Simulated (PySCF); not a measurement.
## MBe for M along the alkali metals

CCSD(T) with triple-zeta basis sets in PySCF, for the lowest determinant that a PBE0 search found; no spin–orbit coupling. De refers to high-spin ground-configuration atoms.

```
 M      basis  reference, frozen orbitals  state (unpaired electrons)  Re (Å)  ωe (cm⁻¹)  De (eV)
Li    cc-pVTZ                     ROHF, 0               doublet (σ ↑)   2.550        320     0.34
Na  def2-TZVP                     ROHF, 1               doublet (σ ↑)   3.087        143     0.10
Rb  def2-TZVP                     ROHF, 0               doublet (σ ↑)   4.091       54.5     0.04
Cs  def2-TZVP                     ROHF, 0               doublet (σ ↑)   4.293       57.9     0.04
```

The shortest bond is that of LiBe (2.550 Å), the longest that of CsBe (4.293 Å).

The rows differ in basis set, which adds steps of its own.

Down a group the atoms grow and get heavier, so bonds lengthen and wavenumbers fall; the exceptions here are the higher wavenumber at Cs.

Correlated steps freeze the inner cores (0 to 1 orbitals); shallow outer-core shells are correlated. Weak bonds: CsBe, LiBe, NaBe, RbBe. Basis-set superposition, not corrected here, can be much of De in a small basis, most of all at correlated wavefunction levels. Spin–orbit coupling is left out. The CCSD T1 diagnostic is raised in LiBe, a sign that a single reference may not be enough there. States were picked by a PBE0 search and need not be the measured ground states.
